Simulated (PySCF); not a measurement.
Compound: C₆H₈N₂.
SMILES with atom numbers: `[H]/[N:8]=[C:7]1\[C@@H:3]([C:2]#[N:1])[CH2:4][CH2:5][CH2:6]1` (hydrogens: H9 on C3; H10, H11 on C4; H12, H13 on C5; H14, H15 on C6; H16 on N8)

Computed geometry: GFN2-xTB, gas phase.

Question: What internal coordinates does the optimisation give?

Answer: 
| bond | length (pm) |
| --- | --- |
| N1≡C2 | 114.4 |
| C2–C3 | 144.1 |
| C3–C4 | 153.6 |
| C4–C5 | 152.9 |
| C5–C6 | 152.8 |
| C6–C7 | 150.0 |
| C7=N8 | 124.9 |
| C3–C7 | 153.6 |
| C3–H9 | 109.5 |
| C4–H10 | 109.2 |
| C4–H11 | 109.0 |
| C5–H12 | 108.9 |
| C5–H13 | 109.2 |
| C6–H14 | 108.8 |
| C6–H15 | 109.3 |
| N8–H16 | 101.7 |

A selection of angles:
| angle | degrees |
| --- | --- |
| N1–C2–C3 | 179.2 |
| C2–C3–C4 | 111.2 |
| C2–C3–C7 | 108.4 |
| C4–C3–C7 | 104.3 |
| C3–C4–C5 | 103.5 |
| C4–C5–C6 | 103.7 |
| C5–C6–C7 | 105.1 |
| C6–C7–N8 | 123.0 |
| C3–C7–C6 | 108.3 |
| C3–C7–N8 | 128.7 |
| H16–N8–C7 | 116.8 |

Torsions: C2–C3–C4–C5 86° (synclinal); C3–C4–C5–C6 39° (synclinal); C4–C5–C6–C7 -33° (synclinal); C5–C6–C7–N8 -167° (antiperiplanar); C2–C3–C7–C6 -108° (anticlinal); H16–N8–C7–C6 180° (antiperiplanar).

The 6 C–C bonds span 1.441 Å (C2–C3, drawn single) to 1.536 Å (C3–C4, drawn single), a spread of 0.095 Å. The 5-membered ring C3–C4–C5–C6–C7 has internal angles of 103.5° to 108.3°; it is puckered, 0.17 Å rms from its mean plane, widest ring torsion 39°. The C–N distances run from 1.144 Å (N1≡C2, drawn triple) to 1.249 Å (C7=N8, drawn double), a spread of 0.105 Å. Of the pairs four or more bonds apart, C2···H13 is among the closest relative to their van der Waals radii: 2.93 Å, 101 % of the sum of Bondi's values.

Point group: C1 (no symmetry element, even within 0.4 Å). No GFN2-xTB frequencies stand behind this structure, so it isn't proved a minimum. One conformer, not necessarily the lowest.
